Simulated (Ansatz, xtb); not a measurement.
C2H10GeN2 (Ge(NH2)2Me2): the dipole moment, rung by rung

The species is C2H10GeN2 (15 atoms), meant as a singlet with charge 0. SMILES: `[CH3][Ge]([CH3])([NH2])[NH2]`. Geometry: a GFN2-xTB relaxation, a rough one for these elements and not checked as a minimum. This is one conformer, not always the lowest.

```xyz
15

Ge    0.1469   -0.0044    0.1018
N     0.3014    0.1726    1.9160
H    -0.5633    0.2857    2.4248
H     0.8338   -0.5591    2.3638
N     1.8925   -0.2388   -0.3916
H     2.0634   -0.3430   -1.3809
H     2.5256    0.4641   -0.0381
C    -0.7169    1.6751   -0.5358
H    -0.6968    1.7377   -1.6201
H    -0.1978    2.5385   -0.1311
H    -1.7523    1.7215   -0.2157
C    -0.8214   -1.6275   -0.5318
H    -1.8449   -1.6373   -0.1685
H    -0.3215   -2.5237   -0.1772
H    -0.8487   -1.6615   -1.6156
```

Quantity: the dipole moment, in D. The values are calculated.

```tsv
level	kind	program	value (D)	CPU time
GFN2-xTB	semi-empirical	xtb	1.11	under 2 s
GFN0-xTB	semi-empirical	xtb	1.93	under 2 s
GFN1-xTB	semi-empirical	xtb	0.94	under 2 s
HF/STO-3G	Hartree–Fock	Ansatz	1.24	5.8 s
HF/3-21G	Hartree–Fock	Ansatz	1.11	5.7 s
HF/def2-SVP	Hartree–Fock	Ansatz	0.91	19 s
HF/def2-SVPD	Hartree–Fock	Ansatz	1.05	48 s
BLYP/def2-SVP	GGA	Ansatz	0.61	26 s
B3LYP/6-31G* (spherical functions)	global hybrid	Ansatz	0.89	31 s
B3LYP/6-31G* (Cartesian functions)	global hybrid	Ansatz	0.89	34 s
```

All-electron rows without a relativistic Hamiltonian named are non-relativistic. The values span 0.61 to 1.93 D. Magnitudes only. Sets without polarisation functions give poor dipoles. CPU times are rough (shared hosts, several kinds of processor and program).
